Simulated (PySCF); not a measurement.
C4H9FSi, SMILES C[C@H]1C[C@@]1(F)[SiH3]. Heavy atoms are numbered as in [CH3:1][C@H:2]1[CH2:3][C@@:4]1([F:5])[SiH3:6]. Hydrogens are named by the atom that carries them.

Geometry optimised at B3LYP-D3(BJ)/def2-SVP. The structure was generated by enumeration; whether it is a known compound was not checked.

All values below come from PySCF with PBE0/def2-TZVP.

Atomic charges (e), one atom of each kind:

```json
[
 {"atom": "C1 (CH3)", "Löwdin": "-0.29", "meta-Löwdin": "…"},
 {"atom": "C2 (CH)", "Löwdin": "-0.24", "meta-Löwdin": "-0.10"},
 {"atom": "C3 (CH2)", "Löwdin": "-0.20", "meta-Löwdin": "-0.26"},
 {"atom": "C4", "Löwdin": "-0.43", "meta-Löwdin": "0.07"},
 {"atom": "F5", "Löwdin": "0.12", "meta-Löwdin": "-0.32"},
 {"atom": "Si6 (SiH3)", "Löwdin": "0.30", "meta-Löwdin": "…"},
 {"atom": "H on C1", "Löwdin": "0.13", "meta-Löwdin": "…"},
 {"atom": "H on C2", "Löwdin": "0.16", "meta-Löwdin": "…"},
 {"atom": "H on C3", "Löwdin": "0.14", "meta-Löwdin": "…"},
 {"atom": "H on Si6", "Löwdin": "-0.03", "meta-Löwdin": "-0.09"}
]
```

**Question.** Complete the blanks. (The exact figures need the calculation; the answer reports its results.)

**Answer.** 
- C1 (CH3), meta-Löwdin: -0.34
- Si6 (SiH3), meta-Löwdin: 0.46
- H on C1, meta-Löwdin: 0.12
- H on C2, meta-Löwdin: 0.13
- H on C3, meta-Löwdin: 0.12

**Question.** Give the Mayer and Wiberg (Löwdin basis) orders of the bonds. (The exact figures need the calculation; the answer reports its results.)

**Answer.** 
```csv
bond,Mayer,Wiberg
C1–C2,0.98,1.27
C2–C3,1.00,1.22
C2–C4,0.93,1.17
C3–C4,0.93,1.21
C4–F5,0.98,1.58
C4–Si6,1.00,1.07
```
